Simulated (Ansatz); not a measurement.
`[F][Sn]([Cl])([Cl])[Cl]` + H₂S → `[SH][Sn]([Cl])([Cl])[Cl]` + H–F at 400 K and 1 bar (ligand exchange at the Sn–F bond).

Gas-phase electronic energies from Ansatz, PBE0-D4/def2-TZVP geometries. CCSD(T)/CBS is the MP2 limit (def2-TZVPP, def2-QZVPP) plus CCSD(T) − MP2 in def2-TZVPP, frozen cores. This one scheme is used for every species. Elements past krypton have def2 core potentials. For Sn outer-core shells are correlated without core-valence functions, which leaves a few kJ/mol of doubt a bond. Each species was taken in one conformer, which may not be the lowest.

| species | CCSD(T)/CBS energy (Eh) | H − E (kJ/mol) | S (J/(mol·K)) |
| --- | --- | --- | --- |
| `[F][Sn]([Cl])([Cl])[Cl]` | -1693.31956 | 46.6 | 397.4 |
| H₂S | -398.97279 | 53.4 | 215.9 |
| `[SH][Sn]([Cl])([Cl])[Cl]` | -1991.90544 | 70.1 | 442.5 |
| H–F | -100.39570 | 36.5 | 182.2 |

H − E and S are ideal-gas, rigid-rotor, harmonic terms from PBE0-D4/def2-TZVP, for one conformer and one mirror image of each species. 1 Eh = 2625.50 kJ/mol, R = 8.31446 J/(mol·K).

Problem. By hand: ΔE, ΔH, ΔS and ΔG.

Solution. ΔE = (-1991.90544) + (-100.39570) − (-1693.31956) − (-398.97279) = -0.00879 Eh = -23.1 kJ/mol. Δ(H − E) = 70.1 + 36.5 − 46.6 − 53.4 = 6.6, so ΔH = -16.5 kJ/mol. ΔS = 442.5 + 182.2 − 397.4 − 215.9 = 11.4 J/(mol·K). ΔG = -16.5 − 400 × (11.4)/1000 = -21.1 kJ/mol.

Problem. By hand: the equilibrium constant, and the temperature at which ΔG would vanish if ΔH and ΔS stayed fixed.

Solution. log₁₀ K = −ΔG/(RT ln 10) = 2.8. ΔH and −TΔS have one sign here, so there is no such temperature.

The number of gas molecules stays the same, so ΔS is small and ΔH decides. A doubt of 5 kJ/mol in ΔE shifts log₁₀ K by 0.7 here. Other conformers and mirror images would add mixing entropy, several J/(mol·K) or more a flexible species. Modes under 60 cm⁻¹, often nearly free rotors, make the harmonic entropy too high. These are equilibria of isolated gas molecules and say nothing of rates. Largest T1 diagnostic: 0.012 (customary marks: 0.02 for closed shells, 0.045 for open ones).

ΔS is within the doubt of such terms, so its sign, and with it that verdict, could turn.
